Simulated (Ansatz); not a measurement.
Gas-phase electronic energies from Ansatz, PBE0-D4/def2-TZVP geometries. CBS: MP2 limit from def2 TZ/QZ plus the TZ coupled-cluster correction, frozen cores. This one scheme is used for every species. DFT in def2-TZVPP. B3LYP here is the variant with VWN-RPA as its local correlation; programs differ in this. HSE06 is defined as in plane-wave codes. For Ge outer-core shells are correlated without core-valence functions, which leaves a few kJ/mol of doubt a bond. Scalar relativity is left out up to krypton. Each species was taken in one conformer, which may not be the lowest.

`O[SiH2][GeH3]` → `[OH][GeH3]` + `[SiH2]`  (silylene formation by 1,1-elimination)

```json
{"level": "LDA (SPW92)", "ΔE (kJ/mol)": "350.1", "difference from CCSD(T)/CBS": "36.4"}
{"level": "PBE-D4", "ΔE (kJ/mol)": "319.2", "difference from CCSD(T)/CBS": "5.5"}
{"level": "BLYP-D4", "ΔE (kJ/mol)": "297.4", "difference from CCSD(T)/CBS": "-16.3"}
{"level": "r2SCAN-D4", "ΔE (kJ/mol)": "334.9", "difference from CCSD(T)/CBS": "21.2"}
{"level": "B97M-V", "ΔE (kJ/mol)": "306.9", "difference from CCSD(T)/CBS": "-6.8"}
{"level": "PBE0-D4", "ΔE (kJ/mol)": "327.9", "difference from CCSD(T)/CBS": "14.2"}
{"level": "B3LYP-D4", "ΔE (kJ/mol)": "308.8", "difference from CCSD(T)/CBS": "-4.9"}
{"level": "r2SCANh-D4", "ΔE (kJ/mol)": "336.0", "difference from CCSD(T)/CBS": "22.3"}
{"level": "r2SCAN0-D4", "ΔE (kJ/mol)": "337.7", "difference from CCSD(T)/CBS": "24.0"}
{"level": "HSE06-D4", "ΔE (kJ/mol)": "327.6", "difference from CCSD(T)/CBS": "13.9"}
{"level": "BHLYP-D4", "ΔE (kJ/mol)": "318.4", "difference from CCSD(T)/CBS": "4.7"}
{"level": "CAM-B3LYP-D4", "ΔE (kJ/mol)": "315.1", "difference from CCSD(T)/CBS": "1.4"}
{"level": "ωB97X-V", "ΔE (kJ/mol)": "319.5", "difference from CCSD(T)/CBS": "5.8"}
{"level": "ωB97M-V", "ΔE (kJ/mol)": "306.5", "difference from CCSD(T)/CBS": "-7.2"}
{"level": "B2PLYP", "ΔE (kJ/mol)": "305.7", "difference from CCSD(T)/CBS": "-8.0"}
{"level": "PBE", "ΔE (kJ/mol)": "312.3", "difference from CCSD(T)/CBS": "-1.4"}
{"level": "revPBE", "ΔE (kJ/mol)": "295.6", "difference from CCSD(T)/CBS": "-18.1"}
{"level": "BLYP", "ΔE (kJ/mol)": "283.4", "difference from CCSD(T)/CBS": "-30.3"}
{"level": "r2SCAN", "ΔE (kJ/mol)": "333.1", "difference from CCSD(T)/CBS": "19.4"}
{"level": "PBE0", "ΔE (kJ/mol)": "321.8", "difference from CCSD(T)/CBS": "8.1"}
{"level": "B3LYP", "ΔE (kJ/mol)": "297.6", "difference from CCSD(T)/CBS": "-16.1"}
{"level": "r2SCANh", "ΔE (kJ/mol)": "334.1", "difference from CCSD(T)/CBS": "20.4"}
{"level": "HSE06", "ΔE (kJ/mol)": "321.8", "difference from CCSD(T)/CBS": "8.1"}
{"level": "BHLYP", "ΔE (kJ/mol)": "307.9", "difference from CCSD(T)/CBS": "-5.8"}
{"level": "CAM-B3LYP", "ΔE (kJ/mol)": "308.7", "difference from CCSD(T)/CBS": "-5.0"}
{"level": "LC-ωPBE", "ΔE (kJ/mol)": "330.2", "difference from CCSD(T)/CBS": "16.5"}
{"level": "HF/def2-SVP", "ΔE (kJ/mol)": "275.0", "difference from CCSD(T)/CBS": "-38.7"}
{"level": "MP2/def2-SVP", "ΔE (kJ/mol)": "298.0", "difference from CCSD(T)/CBS": "-15.7"}
{"level": "CCSD/def2-SVP", "ΔE (kJ/mol)": "276.5", "difference from CCSD(T)/CBS": "-37.2"}
{"level": "CCSD(T)/def2-SVP", "ΔE (kJ/mol)": "279.0", "difference from CCSD(T)/CBS": "-34.7"}
{"level": "MP2/def2-TZVPP", "ΔE (kJ/mol)": "319.9", "difference from CCSD(T)/CBS": "6.2"}
{"level": "SCS-MP2/def2-TZVPP", "ΔE (kJ/mol)": "305.2", "difference from CCSD(T)/CBS": "-8.5"}
{"level": "CCSD/def2-TZVPP", "ΔE (kJ/mol)": "299.1", "difference from CCSD(T)/CBS": "-14.6"}
{"level": "CCSD(T)/def2-TZVPP", "ΔE (kJ/mol)": "302.5", "difference from CCSD(T)/CBS": "-11.2"}
{"level": "HF/def2-QZVPP", "ΔE (kJ/mol)": "287.9", "difference from CCSD(T)/CBS": "-25.8"}
{"level": "MP2/def2-QZVPP", "ΔE (kJ/mol)": "326.5", "difference from CCSD(T)/CBS": "12.8"}
{"level": "SCS-MP2/def2-QZVPP", "ΔE (kJ/mol)": "311.4", "difference from CCSD(T)/CBS": "-2.3"}
{"level": "HF/CBS(def2)", "ΔE (kJ/mol)": "287.9", "difference from CCSD(T)/CBS": "-25.8"}
{"level": "MP2/CBS(def2)", "ΔE (kJ/mol)": "331.1", "difference from CCSD(T)/CBS": "17.4"}
{"level": "CCSD/CBS(def2)", "ΔE (kJ/mol)": "310.3", "difference from CCSD(T)/CBS": "-3.4"}
{"level": "CCSD(T)/CBS", "ΔE (kJ/mol)": "313.7", "difference from CCSD(T)/CBS": "0"}
```

Largest T1 diagnostic among the species: 0.014.

In def2-TZVPP, CCSD(T) changes the Hartree–Fock value by +15.1 kJ/mol (the triples alone add +3.4 kJ/mol) and MP2 by +32.5 kJ/mol. The D4 term adds +11.2 kJ/mol with B3LYP and +6.1 kJ/mol with PBE0; it sums over pairs of atoms, weighted by their polarisabilities, and B3LYP, whose exchange is more repulsive, gets the larger term. At CCSD(T), def2-SVP lies −34.7 kJ/mol from the extrapolated value and def2-TZVPP −11.2 kJ/mol.
